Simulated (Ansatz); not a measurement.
Molecule: MoS₄, net charge -2, singlet state. 
Coordinates optimised at B3LYP-D3(BJ)/def2-TZVP (Ansatz, an electronic-structure program):
```
Mo
S 1 2.2086
S 1 2.2086 2 109.47
S 1 2.2086 2 109.47 3 -120.00
S 1 2.2086 2 109.47 4 -120.00
```
Charge -2, spin multiplicity 1.

Total electronic energies in hartree. Correlated levels leave the core frozen unless marked. No spin-orbit coupling. Frozen are the shells of the preceding noble gas and the d and f shells that filled before the atom's block. In def2 rows, elements after Kr have scalar-relativistic effective core potentials. STO-3G rows are all-electron and non-relativistic. CBS marks a two-point X^-3 extrapolation of the correlation energy; Hartree-Fock from the larger set. [CCSD(T)-MP2]/basis is that difference in the basis named.

The T1 diagnostic of CCSD in the largest basis is 0.030, which is high, so the coupled-cluster rows are less sure than usual.

| level | program | energy (Eh) |
|---|---|---|
| HF/def2-QZVPP | Ansatz | -1657.85218 |
| RI-HF/def2-TZVPPD | Ansatz | -1657.80659 |
| RI-HF/def2-QZVPPD | Ansatz | -1657.85401 |
| revPBE-D3(BJ)/def2-TZVPD | Ansatz + dftd3 | -1661.08245 |
| revPBE-D4/def2-TZVPD | Ansatz + dftd4 | -1661.08592 |
| PBE0/def2-TZVP | Ansatz | (withheld) |
| r2SCANh-D4/def2-TZVPD | Ansatz + dftd4 | -1661.18164 |
| HSE06-D3(BJ)/def2-TZVPD | Ansatz + dftd3 | (withheld) |
| LC-wPBE-D4/def2-TZVPD | Ansatz + dftd4 | -1660.76993 |
| wB97M-V/def2-TZVPD | Ansatz | (withheld) |
| B2GP-PLYP-D4/def2-TZVPD | Ansatz + dftd4 | -1660.37682 |
| B2PLYP-D4/def2-TZVPD | Ansatz + dftd4 | -1660.61210 |
| RPA@PBE/def2-QZVPP | Ansatz | -1659.47236 |
| MP2/def2-SVP | Ansatz | -1658.03776 |
| SCS-MP2/def2-SVP | Ansatz | -1657.97926 |
| SCS-MP2/def2-TZVPP | Ansatz | -1658.80389 |
| CCSD/STO-3G | Ansatz | -5508.68729 |
| CCSD/def2-SVP | Ansatz | -1657.98897 |
| CCSD/def2-SVPD | Ansatz | -1658.09082 |
| CCSD(T)/def2-SVPD | Ansatz | -1658.16214 |
| CCSD(T)/def2-TZVPP | Ansatz | -1658.90002 |
| CCSD(T)/def2-QZVPP | Ansatz | -1659.02974 |
| RI-MP2/CBS(def2-TZVPPD,def2-QZVPPD)+[CCSD(T)-MP2]/def2-TZVPPD | Ansatz | -1659.0884 |

### Question
What belongs in the gaps?

### Answer

- PBE0/def2-TZVP, energy (Eh): -1660.68555
- HSE06-D3(BJ)/def2-TZVPD, energy (Eh): -1660.67767
- wB97M-V/def2-TZVPD, energy (Eh): -1661.06828
